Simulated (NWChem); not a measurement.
Species: CF₂ cation, doublet

```xyz
3

F      1.0870     0.0000    -0.1431
C      0.0000     0.0000     0.4293
F     -1.0870     0.0000    -0.1431
```
Atoms are numbered in this order, from 1.

Program: NWChem. Spin-unrestricted. In the optimisation the excess spin sits in a1 (C2v, its own frame). Geometry: optimised at B3LYP/6-31G* (spherical d), spin-unrestricted. No stability test was run on the SCF state. Level r2SCAN/def2-SVP: energy and gradient on several grids; changes count from the extra-fine grid, which is no exact limit either.

Problem. Which is the coarsest grid (xfine; xcoarse; coarse; medium; fine) from which on the energy stays within 100 μHa and each gradient component within 200 μHa/bohr of xfine?

Solution. medium.
```
grid     size of the energy change (μHa)  largest change of a gradient component (μHa/bohr)
-------  -------------------------------  -------------------------------------------------
xcoarse                             3000                                               2000
coarse                               200                                                300
medium                                20                                               < 30
fine                                < 10                                               < 30
xfine                               < 10                                               < 30
```
